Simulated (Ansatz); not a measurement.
Reaction (ligand exchange at a Ga–C bond): `O[CH2][Ga]([OH])[F]` + H₂S → `[OH][Ga]([F])[SH]` + CH₃OH

Isolated molecules relaxed with PBE0-D4/def2-TZVP in Ansatz; ΔE leaves out vibrations. CBS: MP2 limit from def2 TZ/QZ plus the TZ coupled-cluster correction, frozen cores. This one scheme is used for every species. DFT in def2-TZVPP. B3LYP here is the variant with VWN-RPA as its local correlation; programs differ in this. For Ga outer-core shells are correlated without core-valence functions, which leaves a few kJ/mol of doubt a bond. Scalar relativity is left out up to krypton. Each species was taken in one conformer, which may not be the lowest.

`O[CH2][Ga]([OH])[F]`:

```xyz
9

O     1.967   -0.299   -0.228
C     0.820    0.469   -0.521
Ga   -0.769   -0.306    0.364
O    -2.350    0.222    0.964
F    -0.534   -2.038    0.605
H     1.749   -1.234   -0.297
H     0.636    0.543   -1.601
H     1.003    1.482   -0.160
H    -2.523    1.161    0.873
```

H₂S:

Cartesian coordinates in Å:
```
S -0.383 -0.279 -0.399
H 0.674 -0.691 0.317
H -0.290 0.970 0.081
```

`[OH][Ga]([F])[SH]`:

Z-matrix (Å, degrees):
```
Ga
F 1 1.750
S 1 2.169 2 119.6
O 1 1.770 2 116.9 3 -180.0
H 3 1.345 1 91.7 2 -180.0
H 4 0.961 1 112.9 2 -0.0
```

CH₃OH:

Z-matrix (Å, degrees):
```
C
O 1 1.409
H 1 1.097 2 112.4
H 1 1.090 2 107.0 3 -118.5
H 1 1.097 2 112.4 3 123.0
H 2 0.959 1 108.5 3 -61.6
```

Question: Is it downhill or uphill in electronic energy at CCSD(T)/CBS, and by how much? (An estimate is asked.)

Answer: The calculation gave: Downhill: ΔE = -108.9 kJ/mol.

Question: What do these levels give: r2SCAN-D4, B3LYP-D4, ωB97X-V, ωB97M-V, PBE, HF/def2-TZVPP, MP2/def2-TZVPP, CCSD/def2-TZVPP, CCSD(T)/def2-TZVPP, SCS-MP2/def2-QZVPP, HF/CBS(def2), MP2/CBS(def2)? (Best estimate.)

Answer: The calculation gave: r2SCAN-D4 -109.2, B3LYP-D4 -107.0, ωB97X-V -109.1, ωB97M-V -107.2, PBE -102.5, HF/def2-TZVPP -130.0, MP2/def2-TZVPP -113.3, CCSD/def2-TZVPP -111.7, CCSD(T)/def2-TZVPP -110.1, SCS-MP2/def2-QZVPP -113.1, HF/CBS(def2) -129.7, MP2/CBS(def2) -112.0 kJ/mol.

Largest T1 diagnostic among the species: 0.014.

In def2-TZVPP, CCSD(T) changes the Hartree–Fock value by +19.9 kJ/mol (the triples alone add +1.5 kJ/mol) and MP2 by +16.8 kJ/mol. From PBE to PBE0 (25 % exact exchange), in def2-TZVPP and without D4, ΔE moves by −8.0 kJ/mol.
